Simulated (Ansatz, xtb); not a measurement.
Isomers of C3H9BrO2Si in order of energy

3 gas-phase structures of C3H9BrO2Si, from a drawn sample of its isomers (lower ones may exist). Each was relaxed with GFN2-xTB; where two conformers were screened, the lower at r2SCAN-D4/def2-SVP is listed:

A. `CCO[Si@H](Br)OC`, a singlet
B. `CO[Si](C)(Br)OC`, a singlet
C. `C[C@H](CBr)O[SiH2]O`, a singlet

Problem. Estimate their order in r2SCAN-D4/def2-SVP energy at these geometries, lowest first.

Solution. Calculated order at r2SCAN-D4/def2-SVP: B (0.000), A (0.547), C (1.462) eV.

Energies above the lowest of each column, in eV; the last columns are at B3LYP-D3(BJ)/def2-SVP geometries:

```json
{"structure": "B", "GFN2-xTB": "0.465", "HF/STO-3G": "0.000", "r2SCAN-D4/def2-SVP": "0.000", "B3LYP-D3(BJ)/def2-SVP": "0.000", "CCSD(T)/def2-SVP + ΔMP2/def2-TZVPP": "0.000"}
{"structure": "A", "GFN2-xTB": "0.000", "HF/STO-3G": "0.639", "r2SCAN-D4/def2-SVP": "0.547", "B3LYP-D3(BJ)/def2-SVP": "0.439", "CCSD(T)/def2-SVP + ΔMP2/def2-TZVPP": "0.468"}
{"structure": "C", "GFN2-xTB": "0.971", "HF/STO-3G": "2.071", "r2SCAN-D4/def2-SVP": "1.462", "B3LYP-D3(BJ)/def2-SVP": "1.342", "CCSD(T)/def2-SVP + ΔMP2/def2-TZVPP": "1.289"}
```

CCSD(T)/def2-SVP + ΔMP2/def2-TZVPP puts B lowest; GFN2-xTB picks A. Flexible structures stand in one conformer each, not always the lowest. ΔMP2 is the change of the MP2 energy from the smaller to the larger basis.

Programs: Ansatz 0.2.0, xtb 6.7.1.
